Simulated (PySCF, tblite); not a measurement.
Isomers of C5H9OSi (doublet state). All values are computed: GFN2-xTB (tblite) harmonic vibrations without scaling, gas phase. Against measured fundamentals such values can be off by several per cent, at times by over 20. Modes of hydrogen on silicon can be 10 to 20 % off. One conformer each. Open shells enter through the occupations alone, without spin polarisation, and single modes of such species can be off by tens of per cent.

Electronic energies: B3LYP/pcH-1 single points on the GFN2-xTB geometries (PySCF, gas phase).

```
                   SMILES  electronic energy, lowest = 0 (kcal/mol)
        [SiH2]O/C=C\C1CC1                                      26.7
[SiH3]O/C=C\[C@@H]1[CH]C1                                      45.0
       [SiH3]OC1=CCC[CH]1                                       0.0
```

Question: How do GFN2-xTB zero-point energies change the relative energies?

Answer: 
| SMILES | ZPE (kcal/mol) | of it from modes above 1550 cm⁻¹ | electronic (kcal/mol) | with ZPE, lowest = 0 (kcal/mol) | lowest mode (cm⁻¹) | rings |
| --- | --- | --- | --- | --- | --- | --- |
| [SiH3]OC1=CCC[CH]1 | 74.9 | 35.5 | 0.0 | 0.0 | 56 | 1 |
| [SiH2]O/C=C\C1CC1 | 76.9 | 39.9 | 26.7 | 28.8 | 47 | 1 |
| [SiH3]O/C=C\[C@@H]1[CH]C1 | 73.5 | 38.4 | 45.0 | 43.6 | 21 | 1 |

The zero-point energies span 3.4 kcal/mol, from `[SiH3]O/C=C\[C@@H]1[CH]C1` to `[SiH2]O/C=C\C1CC1`. The order is unchanged.

Question: And how do the electronic energies of GFN2-xTB itself compare?

Answer: `[SiH3]OC1=CCC[CH]1` 0.0; `[SiH2]O/C=C\C1CC1` 33.8; `[SiH3]O/C=C\[C@@H]1[CH]C1` 52.3 kcal/mol, lowest = 0. Against the energies above, taken from the same isomer `[SiH3]OC1=CCC[CH]1`, the largest difference is 7.3 kcal/mol.
